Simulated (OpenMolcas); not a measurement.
# Computed transition rates of Kr IV

```yaml
Program: OpenMolcas
Method: "SS-CASPT2, IPEA 0.25 Eh, imaginary shift 0.1 Eh (closed shells correlated: 3d 4s)"
Basis: ANO-R3 [7s6p5d4f2g1h]
Scalar_Hamiltonian: X2C, finite nucleus
Active_space: 3 electrons in 3 orbitals (4p)
State_averaging: 2S+1 = 4 odd, 1 root; 2S+1 = 2 odd, 8 roots
Spin-orbit_coupling: RASSI with atomic mean-field integrals over the reference wave functions, term energies averaged over their components
```

Rates come from the transition moments of the reference wave functions (E1 and E2 in the length form). At fixed line strength A goes as λ^-3 for E1 and M1 and as λ^-5 for E2, so a rate at the computed wavelength can be rescaled to the measured one. Measured vacuum wavelengths follow from level energies in Saloman, J. Phys. Chem. Ref. Data 36, 215 (2007). Branching counts decays inside the model space alone, at computed energies, and the table is only a selection of the E2 and M1 lines, drawn from those between levels with measured partners whose computed energy lies within a factor of 1.5 of the measured one.

```tsv
Upper	Lower	Type	λ computed (nm)	λ measured (nm)	A computed (s-1)	A rescaled (s-1)	Branching %
4s² 4p³ ²P°_3/2	4s² 4p³ ⁴S°_3/2	M1	294.6	299.4	2.06e+01		56.1
4s² 4p³ ²P°_3/2	4s² 4p³ ²D°_3/2	M1	612.2	610.9	1.04e+01		28.5
4s² 4p³ ²P°_1/2	4s² 4p³ ⁴S°_3/2	M1	312.1	322	1.02e+01		66.7
4s² 4p³ ²P°_3/2	4s² 4p³ ²D°_5/2	M1	667.9	680	4.61e+00		12.6
4s² 4p³ ²P°_1/2	4s² 4p³ ²D°_3/2	M1	693	713.3	4.39e+00		28.6
4s² 4p³ ²D°_3/2	4s² 4p³ ⁴S°_3/2	M1	567.9	586.9	2.08e+00		99.4
4s² 4p³ ²P°_3/2	4s² 4p³ ²D°_5/2	E2	667.9	680	6.58e-01	6.02e-01	1.8
4s² 4p³ ²P°_1/2	4s² 4p³ ²D°_3/2	E2	693	713.3	4.75e-01	4.11e-01	3.1
4s² 4p³ ²P°_3/2	4s² 4p³ ²D°_3/2	E2	612.2	610.9	3.29e-01	3.33e-01	0.9
4s² 4p³ ²P°_1/2	4s² 4p³ ²D°_5/2	E2	765.4	809.3	2.11e-01	1.60e-01	1.4
4s² 4p³ ²D°_5/2	4s² 4p³ ⁴S°_3/2	M1	527.1	534.8	7.44e-02		58.6
4s² 4p³ ²D°_5/2	4s² 4p³ ⁴S°_3/2	E2	527.1	534.8	2.73e-02		21.6
4s² 4p³ ²D°_5/2	4s² 4p³ ²D°_3/2	M1	7335	6014	2.51e-02	4.55e-02	19.8
4s² 4p³ ²D°_3/2	4s² 4p³ ⁴S°_3/2	E2	567.9	586.9	1.27e-02		0.6
```

Spin-changing lines and M1 lines between different terms are not rescaled, since their strength hangs on the term gaps too.

The largest correction is for 4s² 4p³ ²D°_5/2 → 4s² 4p³ ²D°_3/2 (M1): 2.51e-02 × (7335 / 6014)^3 = 4.55e-02 s-1, a factor of 1.81.

No measured rate stands beside these. Rescaling mends the energy factor alone: line strengths can still be far off where a level mixes with configurations outside the active space, and weak or spin-changing lines hang on small mixing coefficients that depend on the term gaps too, so rescaling need not improve them.

CASPT2 breaks the degeneracy within a term, and the mean is taken; among the terms shown or strongly mixed into the levels shown the widest spread is 180 cm-1 (4s² 4p³ ²D°). With the s shell closed, the reference lacks s² → p² mixing. Measured partners are found by configuration, term and J. A level has none where our copy of the source lacks it or the pairing is in doubt (some pairs that miss far off the trend of their configuration count as doubtful). Only configurations of the active space appear.

° marks odd parity.
